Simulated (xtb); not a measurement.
BCl2, SMILES Cl[B-]Cl (connectivity only; charge and spin as stated), charge -1, multiplicity 1. All values are semi-empirical tight-binding results from xtb (GFN2-xTB unless named), good for trends rather than for accurate numbers. Geometry: GFN2-xTB.

Optimised geometry:

```xyz
3

B      0.0000     0.0000     0.9867
Cl     0.0000     1.4675    -0.1451
Cl     0.0000    -1.4675    -0.1451
```
Charge -1, spin multiplicity 1.

Computed properties:
| Item | Value |
|---|---|
| point group as xtb finds it | C2v |
| orbital gap | 2.25 eV |
| zero-point energy | 1.8 kcal/mol |
| G − E(el) at 298.15 K (modified RRHO) | -14.6 kcal/mol |
| static polarisability (D4 model) | 46.8 bohr³ |
| solvation energy, GFN2-xTB/ALPB(water) | -56.1 kcal/mol |
| solvation energy, GFN2-xTB/ALPB(hexane) | -36.1 kcal/mol |

Computed atomic charges and the Wiberg bond orders between heavy atoms:
charges (e) B1 0.15, Cl2 -0.57, Cl3 -0.57. Bond orders B1–Cl2 0.73, B1–Cl3 0.73.
